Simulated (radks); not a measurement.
Results of a calculation; reference values are marked as such.
Ionisation of V3+, [Ar] 3d2, to V4+, [Ar] 3d1, under several functionals. Scalar-relativistic Kohn-Sham, spin-unpolarised, spherical densities, finite nucleus; a radial shooting solver on a logarithmic mesh with Libxc functionals.

functional                                      E(V3+) (hartree)  Exc (hartree)  IE (eV)  -e(HOMO) (eV)  <r> HOMO (bohr)  IE error (eV)
SCAN                                                  -947.44570      -44.55795   45.255         36.429            1.177         -1.454
MS2 meta-GGA                                          -947.30043      -44.41275   45.089         36.292            1.186         -1.620
TASK exchange with Perdew-Wang LDA correlation        -946.96391      -44.06686   44.827         35.921            1.149         -1.882

NIST Atomic Spectra Database: 46.709 eV (measured). Closest: SCAN. The Delta-SCF values span 0.43 eV, the total energies 0.48 hartree. The highest occupied level is 3d. Spin polarisation and multiplet splitting are left out, so open shells lie too high by an amount that depends on their filling.

Beside tabulated values, note that spin-unpolarised runs miss the spin-polarisation part of the exchange energy of open shells.
